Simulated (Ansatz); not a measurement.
Consider the formal exchange of groups at a K–Br bond: `[K][Br]` + `CCCCOC` → `C[O][K]` + `CCCCBr`.

Isolated molecules relaxed with PBE0-D4/def2-TZVP in Ansatz; ΔE leaves out vibrations. CCSD(T)/CBS is the MP2 limit (def2-TZVPP, def2-QZVPP) plus CCSD(T) − MP2 in def2-TZVPP, frozen cores. Functionals use def2-TZVPP. B3LYP here is the variant with VWN-RPA as its local correlation; programs differ in this. For Br, K outer-core shells are correlated without core-valence functions, which leaves a few kJ/mol of doubt a bond. Scalar relativity is left out up to krypton. One conformer a species, not always the lowest.

Problem. Is it downhill or uphill in electronic energy at CCSD(T)/CBS, and by how much? (Best estimate.)

Solution. Computed: Uphill: ΔE = +34.8 kcal/mol.

Problem. What do these levels give: PBE-D4, B3LYP-D4, r2SCANh-D4, B2PLYP, SCS-MP2/def2-TZVPP, HF/CBS(def2)? (An estimate is asked.)

Solution. Computed: PBE-D4 33.0, B3LYP-D4 35.7, r2SCANh-D4 37.8, B2PLYP 36.4, SCS-MP2/def2-TZVPP 36.2, HF/CBS(def2) 47.4 kcal/mol.

Largest T1 diagnostic among the species: 0.012.

From BLYP to BHLYP (50 % exact exchange), in def2-TZVPP and without D4, ΔE moves by +8.2 kcal/mol. The D4 term adds −0.9 kcal/mol with B3LYP and −0.4 kcal/mol with PBE0; it sums over pairs of atoms, weighted by their polarisabilities, and B3LYP, whose exchange is more repulsive, gets the larger term. In def2-TZVPP, CCSD(T) changes the Hartree–Fock value by −11.3 kcal/mol (the triples alone add −1.4 kcal/mol) and MP2 by −13.1 kcal/mol.
